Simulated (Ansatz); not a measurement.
Molecule: C5H7Si, net charge 0, doublet state. It need not be the lowest isomer of its formula. SMILES: [SiH3]C1=C[CH]C=C1
Geometry: optimised at B3LYP-D3(BJ)/def2-TZVP (Ansatz, an electronic-structure program).

Property: atomisation energy (electronic, to ground-state atoms), in kcal/mol. Valence correlation only, unless marked. UHF or UKS for open shells. Spin-orbit coupling is left out. No relativistic terms. The coupled-cluster limit lacks core correlation, which all-electron functionals hold. CBS marks a two-point X^-3 extrapolation of the correlation energy; Hartree-Fock from the larger set.

| level | program | atomisation energy (kcal/mol) | minus last row |
|---|---|---|---|
| HF/cc-pV(T+d)Z | Ansatz | 979.7 | -320.4 |
| BHLYP-D3(BJ)/def2-TZVPD | Ansatz + dftd3 | 1273.6 | -26.5 |
| LC-wPBE/def2-TZVPD | Ansatz | 1304.8 | 4.7 |
| MP2/cc-pV(D+d)Z | Ansatz | 1222.7 | -77.4 |
| RI-MP2/cc-pV(T+d)Z | Ansatz | 1283.7 | -16.4 |
| SCS-MP2/STO-3G | Ansatz | 1340.0 | 39.9 |
| CCSD/6-31G* | Ansatz | 1178.3 | -121.8 |
| CCSD/cc-pV(D+d)Z | Ansatz | 1189.0 | -111.1 |
| CCSD(T)/cc-pV(D+d)Z | Ansatz | 1205.1 | -95.0 |
| CCSD(T)/CBS(cc-pV(T+d)Z,cc-pV(Q+d)Z) | Ansatz | 1300.1 | 0.0 |

The UHF reference is spin-contaminated (<S^2> 0.21 over the pure value in the largest basis).
